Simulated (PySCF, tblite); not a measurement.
Isomers of C3H12FPSi3. Computed values, GFN2-xTB/tblite, gas phase, harmonic and unscaled. This tight-binding method is rough: wavenumbers can miss measured ones by several per cent, in bad cases by 10 to 20. Modes of hydrogen on phosphorus and silicon can be 10 to 20 % off. One conformer each.

Electronic energies: PBE0/pcSseg-1 single points on the GFN2-xTB geometries (PySCF, gas phase).

| SMILES | electronic energy, lowest = 0 (kcal/mol) |
| --- | --- |
| F[Si@@H]([SiH2]P)C1C[SiH2]C1 | 11.9 |
| F[C@@H]1[SiH2]C[SiH2]C[Si@@H]1P | 17.3 |
| F[SiH2]C[Si@H](P)/C=C\[SiH3] | 9.2 |
| F[C@H]1[SiH2]C[Si@H](P)C[SiH2]1 | 16.4 |
| F[C@@H]1CC[SiH2][SiH2][Si@H]1P | 29.2 |
| C=CC[SiH2]P([SiH3])[SiH2]F | 0.0 |
| F[C@@H]1CC[SiH2][SiH2][Si@@H]1P | 28.5 |
| F[C@H]1[SiH2]C[Si@@H](P)C[SiH2]1 | 15.9 |

**Question.** How do GFN2-xTB zero-point energies change the relative energies?

**Answer.** 
| SMILES | ZPE (kcal/mol) | of it from modes above 1550 cm⁻¹ | electronic (kcal/mol) | with ZPE, lowest = 0 (kcal/mol) | lowest mode (cm⁻¹) | rings |
| --- | --- | --- | --- | --- | --- | --- |
| C=CC[SiH2]P([SiH3])[SiH2]F | 82.1 | 46.8 | 0.0 | 0.0 | 27 | 0 |
| F[SiH2]C[Si@H](P)/C=C\[SiH3] | 79.9 | 45.4 | 9.2 | 7.0 | 37 | 0 |
| F[Si@@H]([SiH2]P)C1C[SiH2]C1 | 83.3 | 43.8 | 11.9 | 13.2 | 26 | 1 |
| F[C@H]1[SiH2]C[Si@@H](P)C[SiH2]1 | 82.5 | 43.7 | 15.9 | 16.3 | 44 | 1 |
| F[C@H]1[SiH2]C[Si@H](P)C[SiH2]1 | 82.5 | 43.7 | 16.4 | 16.8 | 48 | 1 |
| F[C@@H]1[SiH2]C[SiH2]C[Si@@H]1P | 82.6 | 43.7 | 17.3 | 17.8 | 52 | 1 |
| F[C@@H]1CC[SiH2][SiH2][Si@@H]1P | 83.9 | 43.3 | 28.5 | 30.4 | 28 | 1 |
| F[C@@H]1CC[SiH2][SiH2][Si@H]1P | 83.8 | 43.3 | 29.2 | 30.9 | 34 | 1 |

The zero-point energies span 4.0 kcal/mol, from `F[SiH2]C[Si@H](P)/C=C\[SiH3]` to `F[C@@H]1CC[SiH2][SiH2][Si@@H]1P`. The order is unchanged.

**Question.** And how do the electronic energies of GFN2-xTB itself compare?

**Answer.** `C=CC[SiH2]P([SiH3])[SiH2]F` 0.0; `F[SiH2]C[Si@H](P)/C=C\[SiH3]` 22.6; `F[Si@@H]([SiH2]P)C1C[SiH2]C1` 15.6; `F[C@H]1[SiH2]C[Si@@H](P)C[SiH2]1` 48.2; `F[C@H]1[SiH2]C[Si@H](P)C[SiH2]1` 48.0; `F[C@@H]1[SiH2]C[SiH2]C[Si@@H]1P` 47.4; `F[C@@H]1CC[SiH2][SiH2][Si@@H]1P` 49.9; `F[C@@H]1CC[SiH2][SiH2][Si@H]1P` 49.6 kcal/mol, lowest = 0. Against the energies above, taken from the same isomer `C=CC[SiH2]P([SiH3])[SiH2]F`, the largest difference is 32.3 kcal/mol.

**Question.** What do entropy and thermal enthalpy add at 298.15 K and 1 bar (rigid rotor, harmonic oscillator, one conformer each)?

**Answer.** 
| SMILES | point group | symmetry number | S (cal/(mol K)) | H − H(0) (kcal/mol) | ZPE + H − H(0) − TS (kcal/mol) |
| --- | --- | --- | --- | --- | --- |
| C=CC[SiH2]P([SiH3])[SiH2]F | C1 | 1 | 125.0 | 9.75 | 54.5 |
| F[SiH2]C[Si@H](P)/C=C\[SiH3] | C1 | 1 | 124.8 | 9.77 | 52.5 |
| F[Si@@H]([SiH2]P)C1C[SiH2]C1 | C1 | 1 | 118.4 | 9.00 | 57.1 |
| F[C@H]1[SiH2]C[Si@@H](P)C[SiH2]1 | Cs | 1 | 113.0 | 8.80 | 57.6 |
| F[C@H]1[SiH2]C[Si@H](P)C[SiH2]1 | C1 | 1 | 112.8 | 8.77 | 57.6 |
| F[C@@H]1[SiH2]C[SiH2]C[Si@@H]1P | C1 | 1 | 111.8 | 8.73 | 58.0 |
| F[C@@H]1CC[SiH2][SiH2][Si@@H]1P | C1 | 1 | 113.7 | 8.77 | 58.8 |
| F[C@@H]1CC[SiH2][SiH2][Si@H]1P | C1 | 1 | 113.6 | 8.80 | 58.7 |
